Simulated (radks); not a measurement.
These are the eigenvalues of the occupied orbitals of an atom or ion with whole-number occupations (hartree). All-electron calculation, Dirac Kohn-Sham, relativistic LDA (MacDonald-Vosko exchange, VWN5 correlation), spin-unpolarised, spherical densities, finite nucleus; Fermi nuclear charge, rms radius of each element as measured or else 0.836 A^(1/3) + 0.57 fm. Program: a radial shooting solver on a logarithmic mesh with Libxc functionals.

| orbital | eigenvalue |
|---|---|
| 1s1/2 | -3213.908 |
| 2s1/2 | -717.0746 |
| 2p1/2 | -697.7621 |
| 2p3/2 | -625.8965 |
| 3s1/2 | -283.4508 |
| 3p1/2 | -276.1931 |
| 3p3/2 | -257.2697 |

Which element is it, and in what charge state? The configuration may be excited. Open shells, if any, fill j = l - 1/2 first.

Answer. Z = 80, mercury, charge +63: Hg63+ in [Ne] 3s2 3p5. The list shows which subshells hold electrons but not how many an open one holds; the 1s level, -3213.9 hartree, gives Z - s = 80.2 by -(Z - s)^2/2, which with screening and relativity narrows Z to a few neighbours, and the depths of the outer levels then fix element, charge and occupations together.
